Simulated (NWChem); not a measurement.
# TiHF$_{3}$; SMILES [F][TiH]([F])[F]

```xyz
5

Ti     0.0000     0.0000    -0.1996
F     -0.3114    -1.6298     0.2711
F      1.5671     0.5452     0.2711
F     -1.2557     1.0846     0.2711
H      0.0000     0.0000    -1.8675
```
Atoms are numbered in this order, from 1.

Level: PBE0/def2-SVP (NWChem), optimised geometry, unscaled harmonic frequencies. 

```tsv
frequency (cm⁻¹)	IR intensity (km/mol)
201	8.6
201	8.6
203	23.1
561	21.9
561	21.9
767	54.4
870	262.5
870	262.5
1806	158.5
```

| Property | Result |
|---|---|
| zero-point energy | 8.6 kcal/mol |
| thermal correction to the enthalpy at 298.15 K (with zero-point energy) | 12.4 kcal/mol |
| heat capacity Cv | 15.5 cal/(mol K) |
| entropy at 298.15 K and 1 atm (symmetry number 3) | 71.1 cal/(mol K) |
| dipole moment | 0.11 D |

Rigid rotor and harmonic oscillator.
